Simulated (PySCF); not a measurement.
## Stationary points of GaHCl

All numbers come from PBE0/[Ga def2-TZVP, H def2-TZVP, Cl def2-TZVP], no relativity, density fitting, PySCF.

Relaxations began from a few typed shapes; open shells are unrestricted. The search is not exhaustive: other isomers or separated fragments can lie lower, and high-lying points may rest on an excited occupation.

| spin | group | bonds | angles | imaginary modes (cm⁻¹) | ΔE (kJ/mol) | ΔE with ZPE (kJ/mol) |
| --- | --- | --- | --- | --- | --- | --- |
| doublet | Cs | Ga–Cl 2.168 Å, Ga–H 1.604 Å | Cl–Ga–H 115.6° | none | 0.0 | 0.0 |
| doublet | C∞v | Ga–Cl 2.268 Å, Ga–H 1.810 Å | Cl–Ga–H 180.0° | 735i, 735i | 95.5 | – |

The lowest minimum found is the doublet Cs: Ga–Cl 2.168 Å, Ga–H 1.604 Å; Cl–Ga–H 115.6°.
